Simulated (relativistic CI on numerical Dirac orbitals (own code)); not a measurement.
**Crystal-field levels of Co⁵⁺, 3d4**

Calculated by Dirac-Coulomb-Breit CI, KLI orbitals optimised for each configuration, a model potential for QED, valence Slater integrals scaled by 0.9, one configuration in a parametric crystal field (own radial code). With so little scaling, terms lie 10 to 35 % too far apart, which can change the order of excited levels.

Field parameters in Wybourne normalisation: Td as Oh with Dq negative (B⁴₀ = 21Dq, B⁴₄ = √(5/14) B⁴₀). The field is a parameter set, without covalency.

S is read from ⟨S²⟩ = S(S + 1).

Site symmetry Td; labels are those of the double group. Computed levels in cm⁻¹ above the lowest, in rising order:

```
Δ (size of 10Dq)  Lowest   No. 2   No. 3  No. 4   No. 5    No. 6     No. 7     No. 8
            2600      A1  123 T1  253 T2  643 E  738 T1  1071 T2   3227 A2   3283 T2
            4700      A1   91 T1  177 T2  615 E  671 T1  1007 T2   5239 A2   5264 T2
            6800      A1   76 T1  145 T2  601 E  644 T1   979 T2   7300 A2   7314 T2
            8900      A1   68 T1  128 T2  595 E  631 T1   966 T2   9380 A2   9388 T2
           11000      A1   64 T1  120 T2  593 E  625 T1   961 T2  11469 A2  11473 T2
           13050      A1   62 T1  116 T2  594 E  625 T1   962 T2  13513 A2  13514 A1
           15150      A1   63 T1  117 T2  598 E  629 T1   966 T2  13181 A1  15221 T1
           17250      A1   66 T1  122 T2  606 E  637 T1   976 T2   9849 A1  13309 T1
           19350      A1   73 T1  133 T2  620 E  653 T1   994 T2   6148 A1  11385 T1
```

Ground-state S against |10Dq| in cm⁻¹: 2600: 2.00, 4700: 2.00, 6800: 2.00, 8900: 2.00, 11000: 2.00, 13050: 2.00, 15150: 1.99, 17250: 1.99, 19350: 1.99.

No abrupt spin change occurs in this range.
